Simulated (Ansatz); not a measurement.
Basis-set extrapolation for CH8AlBOSi, SMILES `BCO[SiH2][AlH2]` (PBE0-D4/def2-TZVP geometry, frozen core, Ansatz 0.2.0). Multiplicity 1, RHF reference.

```csv
,def2-TZVPP,def2-QZVPP
HF,-672.980139,-673.003295
MP2 correlation,-0.708492,-0.760217
CCSD(T) correlation,-0.799022,not run
```

Energies in hartree. Use E(X) = E(∞) + A·exp(−7.88·√X) for Hartree–Fock and E(X) = E(∞) + B·X^(−2.97) for correlation, with X = 3 and 4, and add CCSD(T) minus MP2 of the smaller set to the MP2 limit.

What is the CCSD(T) energy at the basis-set limit?

HF limit: -673.003295 + (-0.023156) × 0.13774 = -673.00648. MP2 limit: -0.760217 + (-0.051725) × 0.74074 = -0.79853. Higher-order term: -0.799022 − (-0.708492) = -0.09053. Total: -673.89554 hartree, 73.0 kcal/mol below CCSD(T)/def2-TZVPP.
